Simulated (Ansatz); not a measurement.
The same path of C₃H₄BF (9 atoms, charge 0, multiplicity 1) was run twice with different band settings.

The calculation used RKS B3LYP-D4/6-31G* in Ansatz.

Relaxed end points:

```xyz
9
Properties=species:S:1:pos:R:3
C 1.010 -0.761 -0.805
C 0.267 -0.719 0.312
C -0.675 0.319 0.731
B -1.032 1.503 0.090
F -1.396 2.610 -0.459
H 0.978 0.027 -1.557
H 1.677 -1.592 -1.005
H 0.359 -1.551 1.010
H -1.187 0.163 1.682
```

```xyz
9
Properties=species:S:1:pos:R:3
C 1.117 -1.076 -0.664
C 0.233 -0.528 0.183
C -0.465 0.734 -0.028
B -1.387 1.343 0.819
F -2.243 1.933 1.580
H 1.384 -0.597 -1.604
H 1.601 -2.022 -0.441
H 0.009 -1.059 1.109
H -0.249 1.272 -0.953
```

Common settings: climbing image yes; spring 5.0 eV/Å²; optimiser quadratic models (default); start path through a guess of the saddle point; force threshold 0.05 eV/Å; iteration limit 60; end points relaxed.

| run | movable images |
| --- | --- |
| 1 | 5 |
| 2 | 2 |

(1) What does each run give, and how far can it be trusted?

## Answers

(1) Run 1: converged after 16 iterations, highest image 0.208 eV above the first end. A vibrational analysis at the climbing image gives one clearly imaginary mode, 176i cm⁻¹: a first-order saddle point.
Run 2: converged after 19 iterations, highest image 0.208 eV above the first end. Another band between the same ends (5 images) ends at a top of the same energy, where a vibrational analysis finds 1 clearly imaginary mode. So few images can step over the top or miss a turn of the path.
